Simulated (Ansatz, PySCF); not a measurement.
C2H3ClGe, SMILES `C=[CH][Ge][Cl]` (lower singlet; C–C–Ge–Cl torsion 1°) (charge 0, multiplicity 1). This singlet lies 1.84 eV below the relaxed triplet at the level B3LYP-D3(BJ)/def2-TZVP (PySCF).

These are LDA/cc-pVTZ // B3LYP-D3(BJ)/def2-TZVP (Ansatz, a first-principles code) values and carry that method's errors.

Ansatz 0.2 input:
```yaml
crystal:
  periodic: [false, false, false]
  atoms:
    - { symbol: C, position_ang: [-0.922563, 0.263645, 0.003287] }
    - { symbol: C, position_ang: [-0.074637, -0.764783, -0.063798] }
    - { symbol: Ge, position_ang: [1.910796, -0.673673, -0.029971] }
    - { symbol: Cl, position_ang: [2.142575, 1.529624, 0.177087] }
    - { symbol: H, position_ang: [-2.000252, 0.12972, -0.025731] }
    - { symbol: H, position_ang: [-0.56567, 1.284137, 0.090311] }
    - { symbol: H, position_ang: [-0.490249, -1.76867, -0.151186] }
basis:
  gaussian: { orbitals: cc-pVTZ }
hamiltonian:
  xc: lda
```

Output:

```
Functional definition: SPW92
1138 factors; their error is unknown
mean field evaluation 1: about -71009.2165 eV, gradient 6.7e1 eV
mean field evaluation 2: about -70940.6433 eV, gradient 1.5e2 eV
mean field evaluation 4: about -71019.0441 eV, gradient 1.7e1 eV
mean field evaluation 8: about -71019.8279 eV, gradient 3.8e-1 eV
mean field evaluation 16: about -71019.8056 eV, gradient 2.9e-4 eV
mean field -71019.80561621 eV, -2609.9297174426 hartree, gradient 8.0e-5 eV, S^2 0.000000; 0 other end points of the search recorded, 0 dependent functions left out
reference -71019.80564939 eV, -2609.9297186620 hartree; 32, 32 occupied and 147, 147 virtual orbitals, 1138 factors
Total energy: -71019.80564939 eV, -2609.9297186620 hartree
```
